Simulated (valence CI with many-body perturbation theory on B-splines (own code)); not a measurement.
## How close is CI+MBPT for Ne4+?

Level of theory: relativistic CI+MBPT: four valence electrons over a frozen Dirac-Fock core [He], a basis of 11 s, 11 p, 10 d, 8 f, 5 g, 2 h functions for each j, with the one-electron correlation potential Σ1, the two-electron term Σ2, the three-electron term Σ3, Breit, model QED; selected CI, second order for the rest, scaled by the run's own slope (own B-spline code, finite nucleus).

Set against measurement, 36 paired levels are off by 134 cm⁻¹ on average, the worst by 368. These come from a selection out of NIST levels in Podobedova, Fuhr, Reader and Wiese, J. Phys. Chem. Ref. Data 33, 525 (2004). Levels without a partner in it may be off by more. Among the levels kept, up to 1600 cm⁻¹ of a level comes from second order outside the variational space, and about a tenth of that is noise between levels of different J, which matters for small intervals. 6 measured levels below the end of the list, from 690000 cm⁻¹ on, found no clear computed partner, and computed levels of the same name lie up to 10356 cm⁻¹ from them.

Measured levels: NIST levels in Podobedova, Fuhr, Reader and Wiese, J. Phys. Chem. Ref. Data 33, 525 (2004). Pairs share parity and J, and are chosen by configuration, term and nearness in energy; levels without a clear partner are left out. Energies in cm⁻¹ above the measured ground level.

Letters in brackets count levels of one name in rising energy.

```
   Computed label  Label in the source  Measured  Computed  Difference
      2s²2p² ³P_0           2s2 2p2 3P         0       0.0           0
      2s²2p² ³P_1           2s2 2p2 3P     412.4     413.0          +1
      2s²2p² ³P_2           2s2 2p2 3P    1110.1    1109.8           0
      2s²2p² ¹D_2           2s2 2p2 1D   30291.5   30449.6        +158
      2s²2p² ¹S_0           2s2 2p2 1S   63913.6   64186.7        +273
      2s2p³ ³D°_3           2s 2p3 3D°    175834  175898.6         +65
      2s2p³ ³D°_2           2s 2p3 3D°    175905  175977.4         +72
      2s2p³ ³D°_1           2s 2p3 3D°    175927  176003.2         +76
      2s2p³ ³P°_0           2s 2p3 3P°    208193  208365.6        +173
      2s2p³ ¹D°_2           2s 2p3 1D°    270564  270876.8        +313
    2s²2p3s ³P°_0   2s2 2p(2P°) 3s 3P°    596254  596094.5        -160
    2s²2p3s ³P°_1   2s2 2p(2P°) 3s 3P°    596626  596481.5        -145
    2s²2p3s ³P°_2   2s2 2p(2P°) 3s 3P°    597523  597375.0        -148
    2s²2p3s ¹P°_1   2s2 2p(2P°) 3s 1P°    605231  605127.8        -103
    2s²2p3d ³D°_1   2s2 2p(2P°) 3d 3D°    698231  698214.8         -16
    2s²2p3d ³D°_2   2s2 2p(2P°) 3d 3D°    698382  698382.3           0
    2s²2p3d ³D°_3   2s2 2p(2P°) 3d 3D°    698735  698672.7         -62
    2s²2p3d ³P°_2   2s2 2p(2P°) 3d 3P°    701765  701747.6         -17
    2s²2p3d ³P°_1   2s2 2p(2P°) 3d 3P°    702074  702096.3         +22
    2s²2p3d ³P°_0   2s2 2p(2P°) 3d 3P°    702459  702276.6        -182
    2s²2p3d ¹F°_3   2s2 2p(2P°) 3d 1F°    709956  710002.8         +47
2s2p²3p ³S°_1 [a]    2s 2p2(4P) 3p 3S°    737160  736869.0        -291
2s2p²3p ³P°_0 [a]    2s 2p2(4P) 3p 3P°    765440  765415.6         -24
2s2p²3p ³P°_1 [a]    2s 2p2(4P) 3p 3P°    765640  765551.9         -88
2s2p²3p ³P°_2 [a]    2s 2p2(4P) 3p 3P°    766000  765803.7        -196
     2s2p²3d ⁵P_3     2s 2p2(4P) 3d 5P    798633  798491.7        -141
     2s2p²3d ⁵P_2     2s 2p2(4P) 3d 5P    798804  798769.3         -35
     2s2p²3d ⁵P_1     2s 2p2(4P) 3d 5P    799011  798935.6         -75
 2s2p²3d ³P_2 [a]     2s 2p2(4P) 3d 3P    800820  800658.1        -162
 2s2p²3d ³P_1 [a]     2s 2p2(4P) 3d 3P    801310  801063.1        -247
 2s2p²3d ³P_0 [a]     2s 2p2(4P) 3d 3P    801550  801259.4        -291
    2s²2p4s ¹P°_1        2s2 2p 4s 1P°    805284  805047.1        -237
 2s2p²3d ³F_2 [a]     2s 2p2(4P) 3d 3F    805570  805384.6        -185
 2s2p²3d ³F_3 [a]     2s 2p2(4P) 3d 3F    805940  805735.5        -205
 2s2p²3d ³F_4 [a]     2s 2p2(4P) 3d 3F    806390  806202.6        -187
    2s²2p4d ¹D°_2        2s2 2p 4d 1D°    838623  838683.3         +60
    2s²2p4d ¹F°_3        2s2 2p 4d 1F°    846487  846119.3        -368
```

Over 36 excited levels the mean absolute difference is 134 cm⁻¹, the median 143 and the largest 368. The comparison draws on a selection of the measured levels: 37 of the 201 computed ones have a partner in it, and others may be off by more.

These 6 measured levels below the end of the computed list are not counted above. Beside each stands the unpaired computed level of its name, or else the nearest of its J and parity; the gap is either an error of the method or a doubtful assignment.

```tsv
Label in the source	J	Measured	Unpaired level	Computed
2s2 2p(2P°) 3d 3F°	2	690000	2s²2p3d ³F°_2	690644
2s2 2p(2P°) 3d 1D°	2	690691	2s²2p3d ¹D°_2	691466
2s2 2p(2P°) 3d 1P°	1	702412	2s²2p3d ¹P°_1	711119
2s 2p2(2D) 3p 1F°	3	825080	2s2p²3p ¹F°_3	829551
2s 2p2(2D) 3d 3S	1	883150	2s2p²3d ³S_1	888249
2s 2p2(2D) 3d 1F	3	887280	2s2p²3d ¹F_3	876924
```
